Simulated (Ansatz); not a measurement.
Total energies of C₂H₉BFGaSeSi.

```xyz
16

B    -0.224   -1.238   -1.129
C    -1.318   -0.430   -0.294
F    -1.679    0.760   -0.775
C    -1.846   -0.757    0.918
Ga    0.141   -0.003    1.782
Se    1.589   -0.665   -0.150
Si    1.877    1.443   -1.013
H    -0.277   -2.420   -0.912
H    -0.147   -0.909   -2.280
H    -1.740   -1.780    1.258
H    -2.601   -0.129    1.381
H     0.327   -1.021    2.949
H     0.024    1.553    1.828
H     2.422    1.282   -2.382
H     0.593    2.176   -1.038
H     2.858    2.140   -0.145
```

Total charge 0; spin multiplicity 1. Correlated methods include outer-core shells of Ga, Se, which these sets cover unevenly. Scalar relativity is left out up to krypton. The bonds changed during the relaxation, so this is another structure than the one it started from. The geometry is a stationary point of PBE0-D4/def2-TZVP. It is one conformer, not always the lowest. Basis def2-TZVPP, Ansatz.

RPA on PBE orbitals: Hartree–Fock energy of these orbitals -4817.11018 Eh, correlation -2.17940 Eh (frozen core).

| functional | energy without D4 (Eh) | D4 term (kJ/mol) |
| --- | --- | --- |
| LDA (SPW92) | -4813.03822 | – |
| PBE | -4821.27471 | -54.7 |
| revPBE | -4821.86019 | -141.0 |
| BLYP | -4822.35129 | -116.0 |
| r2SCAN | -4822.18191 | -13.4 |
| B97M-V | -4821.43392 | – |
| PBE0 | -4821.44230 | -47.1 |
| B3LYP | -4822.44660 | -88.8 |
| r2SCANh | -4822.15682 | -14.6 |
| r2SCAN0 | -4822.12184 | -16.2 |
| HSE06 (plane-wave form) | -4821.42718 | -44.6 |
| BHLYP | -4822.18598 | -76.2 |
| CAM-B3LYP | -4822.48557 | -49.0 |
| LC-ωPBE | -4821.53436 | – |
| ωB97X-V | -4821.83171 | – |
| ωB97M-V | -4821.98428 | – |
| B2PLYP | -4821.30712 | – |
| PBE-QIDH | -4820.67932 | – |

B3LYP takes the VWN-RPA correlation (the form of Gaussian; ORCA's B3LYP/G). HSE06 is the plane-wave form, built on full-range PBE exchange. The double hybrids freeze the cores in their second-order part.

LC-ωPBE has ω = 0.4 bohr⁻¹.
